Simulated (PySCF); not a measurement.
**Trend along the second period: MO cations**

CCSD(T) with double-zeta basis sets in PySCF, for the lowest determinant that a PBE0 search found; no spin–orbit coupling. De refers to high-spin ground-configuration atoms (the charge goes to the atom of lower measured ionisation energy or higher electron affinity, which is not always the lowest computed limit).

```json
{"M": "Li", "basis": "x2c-SVPall", "reference, frozen orbitals": "UHF, 1", "charged atom": "Li+", "state (unpaired electrons)": "triplet (π ↑↑)", "Re (Å)": "2.122", "ωe (cm⁻¹)": "344", "De (eV)": "0.56"}
{"M": "Be", "basis": "cc-pVDZ", "reference, frozen orbitals": "UHF, 1", "charged atom": "Be+", "state (unpaired electrons)": "doublet (π ↑)", "Re (Å)": "1.463", "ωe (cm⁻¹)": "1192", "De (eV)": "3.33"}
{"M": "B", "basis": "x2c-SVPall", "reference, frozen orbitals": "RHF, 2", "charged atom": "B+", "state (unpaired electrons)": "singlet (closed shell)", "Re (Å)": "1.214", "ωe (cm⁻¹)": "1802", "De (eV)": "3.43"}
{"M": "C", "basis": "jorge-DZP-DKH", "reference, frozen orbitals": "ROHF, 2", "charged atom": "C+", "state (unpaired electrons)": "doublet (σ ↑)", "Re (Å)": "1.135", "ωe (cm⁻¹)": "2185", "De (eV)": "7.72"}
{"M": "N", "basis": "aug-cc-pVDZ", "reference, frozen orbitals": "RHF, 2", "charged atom": "O+", "state (unpaired electrons)": "singlet (closed shell)", "Re (Å)": "1.082", "ωe (cm⁻¹)": "2337", "De (eV)": "9.84"}
{"M": "O", "basis": "x2c-SVPall", "reference, frozen orbitals": "UHF, 2", "charged atom": "O+", "state (unpaired electrons)": "doublet (π ↑)", "Re (Å)": "1.121", "ωe (cm⁻¹)": "1981", "De (eV)": "5.89"}
{"M": "F", "basis": "def2-SVP", "reference, frozen orbitals": "UHF, 2", "charged atom": "O+", "state (unpaired electrons)": "triplet (π ↑↑)", "Re (Å)": "1.237", "ωe (cm⁻¹)": "1293", "De (eV)": "2.39"}
```

The shortest bond is that of NO⁺ (1.082 Å), the longest that of LiO⁺ (2.122 Å). NO⁺ is bound most strongly (9.84 eV) and LiO⁺ least (0.56 eV).

The rows differ in basis set, which adds steps of its own.

The state changes along the series, so neighbouring rows are not always alike in their bonding.

Correlated steps freeze the inner cores (1 to 2 orbitals); shallow outer-core shells are correlated. UHF and ROHF references stand side by side, which adds small steps between rows. Correlated levels converge slowly with the basis: in double zeta they bind strong bonds too weakly, by up to about 1 eV, and carry superposition errors of some tenths. For an ion De counts to the pair picked by the measured ionisation energies or electron affinities, which need not be the lowest pair at this level. Where the molecule has an RHF reference, its open-shell atoms are computed with UHF. The CCSD T1 diagnostic is raised in BO⁺, OF⁺, a sign that a single reference may not be enough there. States were picked by a PBE0 search and need not be the measured ground states.
